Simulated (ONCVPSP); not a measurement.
boron: one change to an ONCV potential, before and after

| Item | Value |
| --- | --- |
| Element | boron (B) |
| Generator | ONCVPSP 4.0.1 |
| Type | optimised norm-conserving Vanderbilt (ONCV) |
| Functional | PBE |
| Relativity | scalar-relativistic |
| Frozen core | [He] |
| Valence charge | 3 |
| Reference configuration | 2s2 2p1 |
| Partial waves | 2s: rc 1.40 bohr, ncon 5, nbas 10, qcut 4 1/bohr, 2 projectors, debl 2.8 Ha; 2p: rc 3.25 bohr, ncon 4, nbas 7, qcut 5.2 1/bohr, 2 projectors, debl 0.5 Ha |
| Local potential | polynomial inside 1.20 bohr (lpopt 5, dvloc0 0 Ha) |
| Core correction | none |

Change: p: qcut 6.4.

Cutoffs: the cutoffs (Ha) at which the residual kinetic energy of the hardest occupied pseudo-wave falls to 1 and 0.1 mHa per electron; they do not see the model core or the augmentation charge, which bear on the density cutoff. Errors are all-electron minus pseudo energies relative to the spin-unpolarised reference configuration.

What does the change do?

The potential gets neither clearly harder nor softer (21 Ha and 128 Ha → 21 Ha and 128 Ha); of the 4 tests that both files solve, the error grows in 0 and shrinks in 2 by more than 15 % and 0.3 meV (median size 66.1 → 56.7 meV); neither file shows a bound ghost.

```tsv
quantity	base	changed
cutoff, loose	21 Ha	21 Ha
cutoff, tight	128 Ha	128 Ha
loose cutoff by channel	s 21 Ha, p 6.7 Ha	s 21 Ha, p 7.2 Ha
bound ghosts	none	none
GHOST(+) flags under 300 eV	none	none
error for 2s2 2p0, meV [ΔE 8.22 eV]	+87	+76
error for 2s1 2p0, meV [ΔE 33.64 eV]	+278	+248
error for 2s2 2p0.5, meV [ΔE 2.89 eV]	+13	+11
error for 2s0 2p3, meV [ΔE 11.72 eV]	-45	-37
s: phases at 1.42 bohr within 0.05 rad from the reference energy up to (Ha; the scan ends near 5)	to the end of the scan	to the end of the scan
p: phases at 3.30 bohr within 0.05 rad from the reference energy up to (Ha; the scan ends near 5)	2.3	2.2
```
